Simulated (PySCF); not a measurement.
Species: C₆H₄O₃.
Bonds: C1–C2, C2–C3 (triple), C3–C4, C4–C5 (double), C5–O6, O6–C7, C7–O8 (double), C7–O9, C4–O9. Hydrogens: H10, H11, H12 on C1; H13 on C5.

The geometry is computed with GFN2-xTB (gas phase).

(1) What internal coordinates does the optimisation give?

Answers

(1) 
```
                  bond  length (Å)
                 C1–C2       1.439
                 C2≡C3       1.204
                 C3–C4       1.401
                 C4–C5       1.346
                 C5–O6       1.366
                 O6–C7       1.356
                 C7=O8       1.187
                 C7–O9       1.349
                 C4–O9       1.380
C1–H10, C1–H11, C1–H12       1.090
                C5–H13       1.069
```

Bonds in one row agree within 0.01 Å and their mean is given. A selection of angles:
```
   angle  degrees
C1–C2–C3    178.2
C2–C3–C4    176.9
C3–C4–C5    131.9
C3–C4–O9    120.5
C5–C4–O9    107.6
C4–C5–O6    108.7
C5–O6–C7    107.2
O6–C7–O8    125.4
O6–C7–O9    109.0
O8–C7–O9    125.6
C4–O9–C7    107.4
```

O6 (ring oxygen) is bent (angle 107.2°). The C–O distances run from 1.187 Å (C7=O8, drawn double) to 1.380 Å (C4–O9, drawn aromatic), a spread of 0.193 Å. The C–C distances run from 1.204 Å (C2≡C3, drawn triple) to 1.439 Å (C1–C2, drawn single), a spread of 0.235 Å. The 9 heavy atoms lie in one plane (0.001 Å rms). The 5-membered ring C4–C5–O6–C7–O9 has internal angles of 107.2° to 109.0°; it is planar, 0.00 Å rms from its mean plane, widest ring torsion 0°.

Point group: near Cs, missed by 0.16 Å at most; the miss may be what the optimiser left on a soft mode. No frequency check.
